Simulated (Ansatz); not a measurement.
Basis sets compared for Sn18H28. Charge 0, multiplicity 1. Geometry PBE-D4/def2-SVP. Ansatz on 4 threads of AMD EPYC 7R13 on a shared host and a share (37 GiB) of an NVIDIA H100 80GB HBM3; times are rough, and most runs start from earlier orbitals.

Cartesian coordinates in Å:
```
Sn -0.631 -0.855 2.074
Sn -3.529 3.672 -2.528
Sn 0.471 -4.995 2.672
Sn -1.223 0.055 -1.980
Sn 2.667 -1.413 4.816
Sn 0.103 2.224 -0.681
Sn 1.742 -1.422 0.591
Sn 0.397 2.732 -4.966
Sn -1.828 -3.371 2.526
Sn 0.279 0.067 4.581
Sn 2.041 -4.168 4.871
Sn -3.905 0.892 -2.247
Sn -1.902 4.169 -0.281
Sn -2.035 4.167 -4.875
Sn 1.762 -4.228 0.286
Sn -0.138 -0.010 -4.585
Sn 3.864 -0.790 2.341
Sn 1.866 3.271 -2.621
H -1.687 0.274 1.265
H -5.007 4.590 -2.552
H 0.133 -6.698 2.782
H -1.054 -1.457 -1.127
H 3.632 -0.989 6.199
H 0.905 1.748 0.793
H 1.821 -0.564 -0.925
H 1.252 3.091 -6.438
H -2.785 -3.386 3.974
H -2.846 -3.860 1.207
H -0.867 -0.249 5.847
H 0.609 1.771 4.572
H 1.193 -4.530 6.345
H 3.516 -5.088 4.898
H -4.847 0.538 -0.832
H -4.687 0.151 -3.608
H -2.787 3.906 1.190
H -1.252 5.778 -0.232
H -2.997 3.750 -6.262
H -1.698 5.868 -4.986
H 0.855 -4.745 -1.101
H 3.374 -4.854 0.134
H -1.253 -0.670 -5.739
H 1.326 -0.940 -4.663
H 4.292 0.892 2.272
H 5.290 -1.719 2.001
H 2.183 4.958 -2.369
H 3.389 2.437 -2.641
```

In the def2 sets Sn takes a core potential; there is no spin–orbit coupling. Single mean-field runs in def2-SVP, def2-TZVP are fitted with def2-universal-jkfit. In the singlet geometry the species has come apart into loosely held pieces. Another isomer (singlet) lies 0.40 eV lower at PBE0-D4/def2-TZVP; other spin states weren't run for this one.

Binding counts from free atoms (Sn triplet, H doublet) in the same basis, without a counterpoise term.

```csv
level,functions,energy (Eh),HOMO (eV),LUMO (eV),binding per atom (eV),wall time
PBE-D4/def2-SVP (with forces),608,-3874.4138,-5.73,-2.50,2.40,9 s
PBE0-D4/def2-SVP,608,-3874.6393,-6.55,-1.77,2.40,18 s
```

Question: Estimate the rows for PBE-D4/def2-TZVP, PBE0-D4/def2-TZVP.

Answer: 
| level | functions | energy (Eh) | HOMO (eV) | LUMO (eV) | binding per atom (eV) | wall time |
| --- | --- | --- | --- | --- | --- | --- |
| PBE-D4/def2-TZVP | 1068 | -3874.5588 | -5.78 | -2.62 | 2.41 | 14 s |
| PBE0-D4/def2-TZVP | 1068 | -3874.7667 | -6.57 | -1.85 | 2.41 | 19 s |
